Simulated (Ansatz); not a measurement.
Gas-phase reaction R1 → P1 + P2, each structure at its B3LYP-D3(BJ)/def2-TZVP stationary point, reached from a drawn start (curvature not checked).
R1: F6S (SMILES FS(F)(F)(F)(F)F), charge 0, multiplicity 1.
P1: F5S (SMILES F[S](F)(F)(F)F), charge 0, multiplicity 2.
P2: F atom, charge 0, multiplicity 2.

P less R. No zero-point or thermal terms; singlets are restricted closed shells; open shells are unrestricted; no spin–orbit coupling.

Frozen-core correlation throughout.

Programs: Ansatz (Gaussian basis) for Hartree–Fock, density functionals and correlated methods. Each number belongs to the level named beside it.

Total energies in hartree:

```
structure  PBE/def2-TZVPP  B3LYP/def2-TZVPP  CCSD(T)/cc-pV(T+d)Z
---------  --------------  ----------------  -------------------
R1            -996.766054       -997.481371          -996.098050
P1            -896.937625       -897.558952          -896.308308
P2             -99.669123        -99.770147           -99.620360
```

Task: Work out the reaction energy at each level in eV (1 hartree = 27.21139 eV), and say how far PBE/def2-TZVPP lies from CCSD(T)/cc-pV(T+d)Z.

Result: 
- PBE/def2-TZVPP: (-896.937625) + (-99.669123) − (-996.766054) = 0.159306 hartree = 4.335 eV
- B3LYP/def2-TZVPP: (-897.558952) + (-99.770147) − (-997.481371) = 0.152272 hartree = 4.144 eV
- CCSD(T)/cc-pV(T+d)Z: (-896.308308) + (-99.620360) − (-996.098050) = 0.169382 hartree = 4.609 eV
PBE/def2-TZVPP less CCSD(T)/cc-pV(T+d)Z: -0.274 eV. CCSD(T)/cc-pV(T+d)Z is the level counted from, the highest shown, and no exact or measured value.

Ansatz is a program for electronic structure.
